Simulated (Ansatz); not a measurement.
Molecular dynamics of C$_{2}$H$_{9}$AlFNSi

Input file:

```yaml
crystal:
  periodic: [false, false, false]
  atoms:
    - { symbol: C, position_ang: [-0.318358, -0.872076, -1.567532] }
    - { symbol: C, position_ang: [0.714735, -0.204069, -0.581171] }
    - { symbol: F, position_ang: [1.94948, -0.154061, -1.26966] }
    - { symbol: Al, position_ang: [0.856254, -1.123538, 1.161053] }
    - { symbol: "N", position_ang: [0.321154, 1.223422, -0.289135] }
    - { symbol: Si, position_ang: [-0.748459, 1.403853, 1.085094] }
    - { symbol: H, position_ang: [-0.396954, -0.296024, -2.501146] }
    - { symbol: H, position_ang: [-1.316357, -0.929074, -1.112616] }
    - { symbol: H, position_ang: [-0.006083, -1.892756, -1.825856] }
    - { symbol: H, position_ang: [2.074996, -0.898357, 2.001905] }
    - { symbol: H, position_ang: [-0.143903, -2.19513, 1.476118] }
    - { symbol: H, position_ang: [0.002296, 1.711634, -1.156925] }
    - { symbol: H, position_ang: [-2.14757, 1.062982, 0.904812] }
    - { symbol: H, position_ang: [-0.209453, 0.398912, 2.016286] }
    - { symbol: H, position_ang: [-0.653878, 2.71378, 1.688072] }
basis:
  gaussian: { orbitals: STO-3G }
hamiltonian:
  xc: pbe0
md:
  timestep: 0.25
  n_steps: 166
  ensemble: nve
  temperature: 50.0
  initial_velocities: maxwell_boltzmann
  seed: 255426
scf:
  lower_state_search: "off"
```

Launched with:

```bash
$ ansatz run input.yaml --threads 1 --pin off --max-ram 2048MiB --backend cpu --events-out ev --progress --plain --runs-dir out
```

It starts from a relaxed structure.

Output, in part (one step line in 2, the closing report, with atoms numbered from 0):

```
md step     0: t =     0.00 fs  T =    50.0 K  F+E_penalty+E_count = -20633.98869628 eV  E_kin = 0.084019 eV  conserved = -20633.90467728 eV  (14 SCF iters)
md step     2: t =     0.50 fs  T =    48.7 K  F+E_penalty+E_count = -20633.98651237 eV  E_kin = 0.081845 eV  conserved = -20633.90466701 eV  (12 SCF iters)
md step     4: t =     1.00 fs  T =    45.1 K  F+E_penalty+E_count = -20633.98049602 eV  E_kin = 0.075859 eV  conserved = -20633.90463705 eV  (12 SCF iters)
md step     6: t =     1.50 fs  T =    40.4 K  F+E_penalty+E_count = -20633.97251661 eV  E_kin = 0.067918 eV  conserved = -20633.90459900 eV  (12 SCF iters)
md step     8: t =     2.00 fs  T =    35.9 K  F+E_penalty+E_count = -20633.96493617 eV  E_kin = 0.060369 eV  conserved = -20633.90456736 eV  (12 SCF iters)
md step    10: t =     2.50 fs  T =    32.8 K  F+E_penalty+E_count = -20633.95967210 eV  E_kin = 0.055116 eV  conserved = -20633.90455560 eV  (12 SCF iters)
md step    12: t =     3.00 fs  T =    31.5 K  F+E_penalty+E_count = -20633.95744453 eV  E_kin = 0.052878 eV  conserved = -20633.90456686 eV  (12 SCF iters)
md step    14: t =     3.50 fs  T =    31.5 K  F+E_penalty+E_count = -20633.95756771 eV  E_kin = 0.052973 eV  conserved = -20633.90459439 eV  (12 SCF iters)
md step    16: t =     4.00 fs  T =    32.0 K  F+E_penalty+E_count = -20633.95836436 eV  E_kin = 0.053740 eV  conserved = -20633.90462414 eV  (12 SCF iters)
md step    18: t =     4.50 fs  T =    31.7 K  F+E_penalty+E_count = -20633.95798750 eV  E_kin = 0.053344 eV  conserved = -20633.90464306 eV  (12 SCF iters)
md step    20: t =     5.00 fs  T =    30.1 K  F+E_penalty+E_count = -20633.95524848 eV  E_kin = 0.050605 eV  conserved = -20633.90464344 eV  (12 SCF iters)
md step    22: t =     5.50 fs  T =    27.1 K  F+E_penalty+E_count = -20633.95009977 eV  E_kin = 0.045474 eV  conserved = -20633.90462594 eV  (12 SCF iters)
md step    24: t =     6.00 fs  T =    23.2 K  F+E_penalty+E_count = -20633.94360541 eV  E_kin = 0.039007 eV  conserved = -20633.90459889 eV  (12 SCF iters)
md step    26: t =     6.50 fs  T =    19.6 K  F+E_penalty+E_count = -20633.93745776 eV  E_kin = 0.032885 eV  conserved = -20633.90457270 eV  (12 SCF iters)
md step    28: t =     7.00 fs  T =    17.1 K  F+E_penalty+E_count = -20633.93327918 eV  E_kin = 0.028721 eV  conserved = -20633.90455786 eV  (12 SCF iters)
md step    30: t =     7.50 fs  T =    16.3 K  F+E_penalty+E_count = -20633.93199556 eV  E_kin = 0.027436 eV  conserved = -20633.90455932 eV  (12 SCF iters)
md step    32: t =     8.00 fs  T =    17.2 K  F+E_penalty+E_count = -20633.93352707 eV  E_kin = 0.028952 eV  conserved = -20633.90457535 eV  (12 SCF iters)
md step    34: t =     8.50 fs  T =    19.2 K  F+E_penalty+E_count = -20633.93688467 eV  E_kin = 0.032286 eV  conserved = -20633.90459911 eV  (12 SCF iters)
md step    36: t =     9.00 fs  T =    21.4 K  F+E_penalty+E_count = -20633.94059639 eV  E_kin = 0.035975 eV  conserved = -20633.90462143 eV  (12 SCF iters)
md step    38: t =     9.50 fs  T =    23.0 K  F+E_penalty+E_count = -20633.94328150 eV  E_kin = 0.038647 eV  conserved = -20633.90463411 eV  (12 SCF iters)
md step    40: t =    10.00 fs  T =    23.5 K  F+E_penalty+E_count = -20633.94416499 eV  E_kin = 0.039532 eV  conserved = -20633.90463257 eV  (12 SCF iters)
md step    42: t =    10.50 fs  T =    23.1 K  F+E_penalty+E_count = -20633.94335946 eV  E_kin = 0.038742 eV  conserved = -20633.90461766 eV  (13 SCF iters)
md step    44: t =    11.00 fs  T =    22.1 K  F+E_penalty+E_count = -20633.94180532 eV  E_kin = 0.037209 eV  conserved = -20633.90459607 eV  (13 SCF iters)
md step    46: t =    11.50 fs  T =    21.6 K  F+E_penalty+E_count = -20633.94085938 eV  E_kin = 0.036282 eV  conserved = -20633.90457746 eV  (13 SCF iters)
md step    48: t =    12.00 fs  T =    22.1 K  F+E_penalty+E_count = -20633.94166662 eV  E_kin = 0.037096 eV  conserved = -20633.90457088 eV  (12 SCF iters)
md step    50: t =    12.50 fs  T =    23.8 K  F+E_penalty+E_count = -20633.94458331 eV  E_kin = 0.040002 eV  conserved = -20633.90458161 eV  (12 SCF iters)
md step    52: t =    13.00 fs  T =    26.4 K  F+E_penalty+E_count = -20633.94894195 eV  E_kin = 0.044337 eV  conserved = -20633.90460467 eV  (12 SCF iters)
md step    54: t =    13.50 fs  T =    29.0 K  F+E_penalty+E_count = -20633.95332091 eV  E_kin = 0.048692 eV  conserved = -20633.90462938 eV  (12 SCF iters)
md step    56: t =    14.00 fs  T =    30.7 K  F+E_penalty+E_count = -20633.95619417 eV  E_kin = 0.051550 eV  conserved = -20633.90464386 eV  (12 SCF iters)
md step    58: t =    14.50 fs  T =    30.9 K  F+E_penalty+E_count = -20633.95663794 eV  E_kin = 0.051996 eV  conserved = -20633.90464222 eV  (12 SCF iters)
md step    60: t =    15.00 fs  T =    29.8 K  F+E_penalty+E_count = -20633.95473429 eV  E_kin = 0.050109 eV  conserved = -20633.90462545 eV  (11 SCF iters)
md step    62: t =    15.50 fs  T =    27.9 K  F+E_penalty+E_count = -20633.95149765 eV  E_kin = 0.046896 eV  conserved = -20633.90460170 eV  (12 SCF iters)
md step    64: t =    16.00 fs  T =    26.1 K  F+E_penalty+E_count = -20633.94838973 eV  E_kin = 0.043809 eV  conserved = -20633.90458102 eV  (12 SCF iters)
md step    66: t =    16.50 fs  T =    25.1 K  F+E_penalty+E_count = -20633.94668636 eV  E_kin = 0.042115 eV  conserved = -20633.90457143 eV  (12 SCF iters)
md step    68: t =    17.00 fs  T =    25.2 K  F+E_penalty+E_count = -20633.94698540 eV  E_kin = 0.042410 eV  conserved = -20633.90457515 eV  (12 SCF iters)
md step    70: t =    17.50 fs  T =    26.5 K  F+E_penalty+E_count = -20633.94903932 eV  E_kin = 0.044449 eV  conserved = -20633.90459019 eV  (12 SCF iters)
md step    72: t =    18.00 fs  T =    28.2 K  F+E_penalty+E_count = -20633.95191354 eV  E_kin = 0.047303 eV  conserved = -20633.90461019 eV  (12 SCF iters)
md step    74: t =    18.50 fs  T =    29.6 K  F+E_penalty+E_count = -20633.95435949 eV  E_kin = 0.049731 eV  conserved = -20633.90462836 eV  (12 SCF iters)
md step    76: t =    19.00 fs  T =    30.1 K  F+E_penalty+E_count = -20633.95524612 eV  E_kin = 0.050607 eV  conserved = -20633.90463957 eV  (12 SCF iters)
md step    78: t =    19.50 fs  T =    29.3 K  F+E_penalty+E_count = -20633.95392650 eV  E_kin = 0.049288 eV  conserved = -20633.90463887 eV  (12 SCF iters)
md step    80: t =    20.00 fs  T =    27.3 K  F+E_penalty+E_count = -20633.95046479 eV  E_kin = 0.045838 eV  conserved = -20633.90462663 eV  (12 SCF iters)
md step    82: t =    20.50 fs  T =    24.4 K  F+E_penalty+E_count = -20633.94564484 eV  E_kin = 0.041038 eV  conserved = -20633.90460649 eV  (12 SCF iters)
md step    84: t =    21.00 fs  T =    21.5 K  F+E_penalty+E_count = -20633.94073399 eV  E_kin = 0.036148 eV  conserved = -20633.90458554 eV  (13 SCF iters)
md step    86: t =    21.50 fs  T =    19.3 K  F+E_penalty+E_count = -20633.93703808 eV  E_kin = 0.032466 eV  conserved = -20633.90457193 eV  (13 SCF iters)
md step    88: t =    22.00 fs  T =    18.3 K  F+E_penalty+E_count = -20633.93540296 eV  E_kin = 0.030832 eV  conserved = -20633.90457098 eV  (13 SCF iters)
md step    90: t =    22.50 fs  T =    18.6 K  F+E_penalty+E_count = -20633.93589366 eV  E_kin = 0.031312 eV  conserved = -20633.90458177 eV  (12 SCF iters)
md step    92: t =    23.00 fs  T =    19.8 K  F+E_penalty+E_count = -20633.93783069 eV  E_kin = 0.033232 eV  conserved = -20633.90459886 eV  (12 SCF iters)
md step    94: t =    23.50 fs  T =    21.2 K  F+E_penalty+E_count = -20633.94016672 eV  E_kin = 0.035553 eV  conserved = -20633.90461349 eV  (12 SCF iters)
md step    96: t =    24.00 fs  T =    22.2 K  F+E_penalty+E_count = -20633.94199617 eV  E_kin = 0.037376 eV  conserved = -20633.90461969 eV  (12 SCF iters)
md step    98: t =    24.50 fs  T =    22.8 K  F+E_penalty+E_count = -20633.94291153 eV  E_kin = 0.038295 eV  conserved = -20633.90461698 eV  (12 SCF iters)
md step   100: t =    25.00 fs  T =    22.9 K  F+E_penalty+E_count = -20633.94304707 eV  E_kin = 0.038438 eV  conserved = -20633.90460917 eV  (12 SCF iters)
md step   102: t =    25.50 fs  T =    22.8 K  F+E_penalty+E_count = -20633.94285966 eV  E_kin = 0.038259 eV  conserved = -20633.90460116 eV  (12 SCF iters)
md step   104: t =    26.00 fs  T =    22.8 K  F+E_penalty+E_count = -20633.94283454 eV  E_kin = 0.038238 eV  conserved = -20633.90459604 eV  (12 SCF iters)
md step   106: t =    26.50 fs  T =    23.0 K  F+E_penalty+E_count = -20633.94329064 eV  E_kin = 0.038696 eV  conserved = -20633.90459423 eV  (12 SCF iters)
md step   108: t =    27.00 fs  T =    23.7 K  F+E_penalty+E_count = -20633.94433881 eV  E_kin = 0.039744 eV  conserved = -20633.90459506 eV  (12 SCF iters)
md step   110: t =    27.50 fs  T =    24.6 K  F+E_penalty+E_count = -20633.94593023 eV  E_kin = 0.041333 eV  conserved = -20633.90459740 eV  (12 SCF iters)
md step   112: t =    28.00 fs  T =    25.8 K  F+E_penalty+E_count = -20633.94791134 eV  E_kin = 0.043310 eV  conserved = -20633.90460105 eV  (12 SCF iters)
md step   114: t =    28.50 fs  T =    27.0 K  F+E_penalty+E_count = -20633.95004652 eV  E_kin = 0.045441 eV  conserved = -20633.90460589 eV  (12 SCF iters)
md step   116: t =    29.00 fs  T =    28.2 K  F+E_penalty+E_count = -20633.95203460 eV  E_kin = 0.047423 eV  conserved = -20633.90461112 eV  (12 SCF iters)
md step   118: t =    29.50 fs  T =    29.1 K  F+E_penalty+E_count = -20633.95355759 eV  E_kin = 0.048943 eV  conserved = -20633.90461508 eV  (12 SCF iters)
md step   120: t =    30.00 fs  T =    29.6 K  F+E_penalty+E_count = -20633.95436505 eV  E_kin = 0.049748 eV  conserved = -20633.90461696 eV  (12 SCF iters)
md step   122: t =    30.50 fs  T =    29.6 K  F+E_penalty+E_count = -20633.95434798 eV  E_kin = 0.049731 eV  conserved = -20633.90461663 eV  (12 SCF iters)
md step   124: t =    31.00 fs  T =    29.1 K  F+E_penalty+E_count = -20633.95355194 eV  E_kin = 0.048937 eV  conserved = -20633.90461470 eV  (12 SCF iters)
md step   126: t =    31.50 fs  T =    28.3 K  F+E_penalty+E_count = -20633.95212009 eV  E_kin = 0.047508 eV  conserved = -20633.90461217 eV  (12 SCF iters)
md step   128: t =    32.00 fs  T =    27.1 K  F+E_penalty+E_count = -20633.95021727 eV  E_kin = 0.045607 eV  conserved = -20633.90460989 eV  (12 SCF iters)
md step   130: t =    32.50 fs  T =    25.8 K  F+E_penalty+E_count = -20633.94800153 eV  E_kin = 0.043394 eV  conserved = -20633.90460722 eV  (12 SCF iters)
md step   132: t =    33.00 fs  T =    24.4 K  F+E_penalty+E_count = -20633.94565859 eV  E_kin = 0.041055 eV  conserved = -20633.90460334 eV  (12 SCF iters)
md step   134: t =    33.50 fs  T =    23.1 K  F+E_penalty+E_count = -20633.94343496 eV  E_kin = 0.038836 eV  conserved = -20633.90459896 eV  (12 SCF iters)
md step   136: t =    34.00 fs  T =    22.0 K  F+E_penalty+E_count = -20633.94159413 eV  E_kin = 0.036998 eV  conserved = -20633.90459596 eV  (12 SCF iters)
md step   138: t =    34.50 fs  T =    21.2 K  F+E_penalty+E_count = -20633.94030108 eV  E_kin = 0.035705 eV  conserved = -20633.90459627 eV  (12 SCF iters)
md step   140: t =    35.00 fs  T =    20.8 K  F+E_penalty+E_count = -20633.93952616 eV  E_kin = 0.034927 eV  conserved = -20633.90459947 eV  (12 SCF iters)
md step   142: t =    35.50 fs  T =    20.5 K  F+E_penalty+E_count = -20633.93906807 eV  E_kin = 0.034465 eV  conserved = -20633.90460316 eV  (12 SCF iters)
md step   144: t =    36.00 fs  T =    20.3 K  F+E_penalty+E_count = -20633.93869794 eV  E_kin = 0.034093 eV  conserved = -20633.90460452 eV  (12 SCF iters)
md step   146: t =    36.50 fs  T =    20.1 K  F+E_penalty+E_count = -20633.93832681 eV  E_kin = 0.033724 eV  conserved = -20633.90460237 eV  (12 SCF iters)
md step   148: t =    37.00 fs  T =    19.9 K  F+E_penalty+E_count = -20633.93807607 eV  E_kin = 0.033478 eV  conserved = -20633.90459801 eV  (12 SCF iters)
md step   150: t =    37.50 fs  T =    20.0 K  F+E_penalty+E_count = -20633.93820040 eV  E_kin = 0.033606 eV  conserved = -20633.90459439 eV  (12 SCF iters)
md step   152: t =    38.00 fs  T =    20.4 K  F+E_penalty+E_count = -20633.93891141 eV  E_kin = 0.034317 eV  conserved = -20633.90459431 eV  (12 SCF iters)
md step   154: t =    38.50 fs  T =    21.2 K  F+E_penalty+E_count = -20633.94020943 eV  E_kin = 0.035611 eV  conserved = -20633.90459877 eV  (13 SCF iters)
md step   156: t =    39.00 fs  T =    22.1 K  F+E_penalty+E_count = -20633.94182036 eV  E_kin = 0.037214 eV  conserved = -20633.90460602 eV  (12 SCF iters)
md step   158: t =    39.50 fs  T =    23.0 K  F+E_penalty+E_count = -20633.94327742 eV  E_kin = 0.038664 eV  conserved = -20633.90461389 eV  (12 SCF iters)
md step   160: t =    40.00 fs  T =    23.5 K  F+E_penalty+E_count = -20633.94410365 eV  E_kin = 0.039485 eV  conserved = -20633.90461862 eV  (12 SCF iters)
md step   162: t =    40.50 fs  T =    23.4 K  F+E_penalty+E_count = -20633.94401757 eV  E_kin = 0.039399 eV  conserved = -20633.90461809 eV  (12 SCF iters)
md step   164: t =    41.00 fs  T =    22.9 K  F+E_penalty+E_count = -20633.94306498 eV  E_kin = 0.038453 eV  conserved = -20633.90461216 eV  (12 SCF iters)
md step   166: t =    41.50 fs  T =    22.0 K  F+E_penalty+E_count = -20633.94162645 eV  E_kin = 0.037024 eV  conserved = -20633.90460279 eV  (12 SCF iters)
Total energy: -20633.94164539 eV, -758.2833692800 hartree
Atom 0 at    -0.330200    -0.843270    -1.596918 Å, force     0.277636    -0.489528     0.710538 eV/Å
Atom 1 at     0.711772    -0.194716    -0.600303 Å, force     0.060949    -0.307305     0.186940 eV/Å
Atom 2 at     1.955144    -0.176914    -1.275340 Å, force    -0.072933     0.111483     0.011637 eV/Å
Atom 3 at     0.843527    -1.087967     1.181701 Å, force    -0.018730    -0.113142    -0.213717 eV/Å
Atom 4 at     0.327647     1.229075    -0.298404 Å, force     0.044254     0.019795     0.473843 eV/Å
Atom 5 at    -0.738293     1.366783     1.090274 Å, force    -0.174470     0.087708    -0.288460 eV/Å
Atom 6 at    -0.405698    -0.280092    -2.519741 Å, force    -0.040249     0.386628    -0.520234 eV/Å
Atom 7 at    -1.314185    -0.897413    -1.128835 Å, force    -0.316642     0.103714     0.057806 eV/Å
Atom 8 at    -0.047614    -1.872690    -1.846881 Å, force     0.135244    -0.030097    -0.059667 eV/Å
Atom 9 at     2.043866    -0.907192     2.052277 Å, force     0.158051     0.123480    -0.080257 eV/Å
Atom 10 at    -0.139105    -2.156222     1.548353 Å, force    -0.135122     0.005444    -0.110071 eV/Å
Atom 11 at     0.036451     1.753067    -1.148416 Å, force    -0.123825     0.057197    -0.207548 eV/Å
Atom 12 at    -2.113154     0.882636     0.931562 Å, force     0.321095     0.206899     0.088702 eV/Å
Atom 13 at    -0.106192     0.441742     2.042435 Å, force    -0.015646    -0.103730     0.025239 eV/Å
Atom 14 at    -0.714420     2.690328     1.676834 Å, force    -0.099612    -0.058545    -0.074751 eV/Å
Dipole moment:    -0.481747     0.190821     0.067456 e Å
```

The run went to its last step. The conserved energy stayed within 0.0081 meV per atom of its start (net change 0.0049 meV per atom), so the integration is sound. A run of 0.042 ps of so small a system gives no equilibrium averages. Limits of this set-up: minimal basis.

The same pairs are bonded in the first frame and the last. Pairs count as bonded within 1.25 times the sum of covalent radii (0.12 Å more for H–H).

Last frame:

```xyz
15
Properties=species:S:1:pos:R:3
C -0.330 -0.843 -1.597
C 0.712 -0.195 -0.600
F 1.955 -0.177 -1.275
Al 0.844 -1.088 1.182
N 0.328 1.229 -0.298
Si -0.738 1.367 1.090
H -0.406 -0.280 -2.520
H -1.314 -0.897 -1.129
H -0.048 -1.873 -1.847
H 2.044 -0.907 2.052
H -0.139 -2.156 1.548
H 0.036 1.753 -1.148
H -2.113 0.883 0.932
H -0.106 0.442 2.042
H -0.714 2.690 1.677
```

Run time: 9.7 min on 1 CPU thread of a shared host.
